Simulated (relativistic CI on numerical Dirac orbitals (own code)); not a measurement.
# Eu3+: what numerical and physical settings do to a radial Dirac CI calculation

Reference input:

```
atom Eu  Z=63  charge=3  electrons=60
nucleus A=153  rms_radius_fm=5.1115
hamiltonian dirac-coulomb  breit=on  qed=on  c_scale=1
orbitals kli  potential=per-configuration
slater_scale 1
correlation none
mixing on
grid step=0.0125 r_max=50.3
scf mixing=0.4 start=green max_iterations=150 tolerance=2e-08 node_fill=0.05
configurations
  [Xe] 4f6
end
```

Computed lowest total energy -10829.09710 Ha, first excitation 352.8 cm⁻¹, 14 SCF steps. Runs with settings changed; * marks those that are bad on purpose (the QED terms keep the true α when c is scaled):

| Changed | Outcome | Lowest level | ΔE (Ha) | First excitation (cm⁻¹) | SCF steps | Message |
| --- | --- | --- | --- | --- | --- | --- |
| Breit term off | converged | 4f⁶ ⁷F0 | -9.82 | 406.8 | 14 |  |
| SCF tolerance 1e-10 | converged | 4f⁶ ⁷F0 | -1.49e-09 | 352.8 | 17 |  |
| speed of light × 0.8, iteration limit 20, QED terms off | converged | 4f⁶ ⁷F0 | -286 | 709.1 | 15 |  |
| SCF mixing 0.7, grid step 0.03, start potential previous | converged | 4f⁶ ⁷F0 | 0.000393 | 352.8 | 19 |  |
| grid step 0.3 * | not converged |  |  |  | 33 | SCF of 1s2 2s2 2p6 3s2 3p6 3d10 4s2 4p6 4d10 4f6 5s2 5p6 stopped: an orbital could not be found |
| SCF tolerance 0.3 * | converged | 4f⁶ ⁷F0 | 0.406 | 453.6 | 3 |  |

With so few configurations and no correlation, terms lie too far apart (by 10 to 50 % near neutrality), their order can be wrong, and levels of other configurations are missing.
